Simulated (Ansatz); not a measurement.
Cost and result up the ladder for (CuH)3 ring (Cu₃H₃) (6 atoms). Charge 0, multiplicity 1. Geometry: PBE-D4/def2-SVP.

```xyz
6

Cu   -1.083   -0.762    0.213
H    -1.068    0.282    1.535
Cu    0.325    0.962    0.875
H     1.527    1.074   -0.300
Cu    0.757   -0.200   -1.088
H    -0.459   -1.357   -1.235
```

Ansatz on 4 threads of Intel Xeon on a shared host. Times are rough, and most runs start from the orbitals of an earlier one. PBE0-D4/def2-TZVPD serves as the yardstick here, not as an exact answer. Differences are given only for rows in sets of like size (and for xTB, whose basis is part of the method), since another set adds its own error. Binding counts from free atoms at the same level (Cu doublet, H doublet; other spins of the atoms weren't run), without zero-point energy or a counterpoise term.

LC-ωPBE has ω = 0.4 bohr⁻¹. Correlated methods freeze 27 core orbitals.

Correlated methods converge slowly with the basis.

```tsv
level	functions	wall time	binding energy per atom (eV)	difference from PBE0-D4/def2-TZVPD (eV)
PBE-D4/def2-SVP	108	2.9 s	2.34	–
revPBE-D4/def2-TZVP	153	3.5 s	2.01	0.00
PBE-D4/def2-TZVP	153	3.5 s	2.09	0.09
BLYP-D4/def2-TZVP	153	3.9 s	2.03	0.03
PBE-D4/def2-TZVPD	171	4.2 s	2.10	0.10
LC-ωPBE/def2-TZVP	153	4.8 s	2.09	0.08
PBE0-D4/def2-SVP	108	5.5 s	2.17	–
HF/def2-TZVP	153	6.5 s	1.20	-0.81
PBE0-D4/def2-TZVPD	171	8.1 s	2.00	0.00
BHLYP-D4/def2-TZVP	153	8.6 s	1.90	-0.10
r2SCAN-D4/def2-TZVPD	171	9 s	2.18	0.18
PBE0-D4/def2-TZVP	153	9 s	2.00	-0.01
r2SCAN-D4/def2-TZVP (with forces)	153	9 s	2.18	0.17
CCSD(T)/def2-TZVP	153	45 s	1.98	-0.03
```
